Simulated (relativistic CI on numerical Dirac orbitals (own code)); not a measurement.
What each ingredient does to the levels of Ce8+

Base calculation: Dirac-Coulomb-Breit CI, orbitals from a KLI potential per configuration, model QED (radiative potential, 1s self-energy scaled to tabulated hydrogen-like ionisation energies), unscaled Slater integrals.

Configurations in the expansion (outside the closed core [Kr] 4d10): 5s²5p², 5s²5p4f, 5s5p³, 5s²5p5d, 5p⁴, 5s5p4f², 5s5p²4f, 5s²4f5d, 5s5p²5d, 5p³4f, 5s²5p5f, 5s²4f6s, 5s²4f², 5s4f³, 5s4f²5d, 5p²4f², 5p4f³, 5p4f²5d, 5p4f²5f, 5s²5d², 5s4f5d², 5s5d³. Double excitations out of closed p, d and f shells are left out; levels of such configurations are missing from the list, as are those of other unlisted configurations, and high levels can miss mixing partners.

The lowest level and the first level of each name with at least 55 % of one term (blank where a level has no safe partner in the second run):

| Level | Base (cm⁻¹) | Shift (cm⁻¹) |
| --- | --- | --- |
| 5s²5p² ³P0 | 0.0 | 0.0 |
| 5s²5p² ³P1 | 22497.5 | +376.3 |
| 5s²5p4f ³G3 | 80771.4 | +1509.6 |
| 5s²5p² ¹S0 | 81928.0 | +765.1 |
| 5s²5p4f ³F2 | 85712.7 | +1509.9 |
| 5s²5p4f ³G5 | 116025.7 | +2153.0 |
| 5s²5p4f ³D3 | 116652.9 | +2091.2 |
| 5s²5p4f ³D2 | 117362.8 | +1859.9 |
| 5s²5p4f ³D1 | 121131.0 | +1869.1 |
| 5s²5p4f ¹G4 | 124070.2 | +1971.1 |
| 5s²5p4f ¹D2 | 131239.1 | +2041.0 |
| 5s5p³ ⁵S°2 | 147999.7 | +239.0 |
| 5s²4f² ³H4 | 179549.9 | +2974.5 |
| 5s²4f² ³H5 | 181128.2 | +3179.7 |
| 5s²4f² ³H6 | 182841.0 | +3404.8 |
| 5s5p³ ³D°1 | 185197.6 | +287.4 |
| 5s²4f² ³F2 | 186222.5 | +2978.4 |
| 5s²4f² ³F3 | 187198.7 | +3117.7 |
| 5s5p³ ³D°2 | 187487.9 | +415.4 |
| 5s²4f² ³F4 | 187500.4 | +3146.6 |
| 5s²4f² ¹G4 | 189831.3 | +3337.9 |
| 5s5p³ ³D°3 | 194481.8 | +685.1 |

At this charge configurations can still be misplaced by up to about 7 % of their energy. Levels and lines within the n = 5 or 6 shells can be off by up to 10 % or somewhat more, and those that change n by about 2 %, since core polarisation is missing. Levels that differ in their count of f electrons can be misplaced by several ten thousand cm⁻¹, since the correlation energy of f electrons is missing or only estimated; rates across such gaps can be off by orders of magnitude.

Question: One thing was changed in a second run, which moved the levels as shown. Which?
A. configuration mixing switched off
B. Breit term removed
C. valence Slater integrals scaled by 0.9
D. QED terms removed

Answer: B. Breit term removed. The Breit term mainly narrows fine-structure intervals, so removing it widens them.

LS names give the leading component of a level, which can be under half, so a name can repeat, a term be missing and a line seem to break the LS rules.
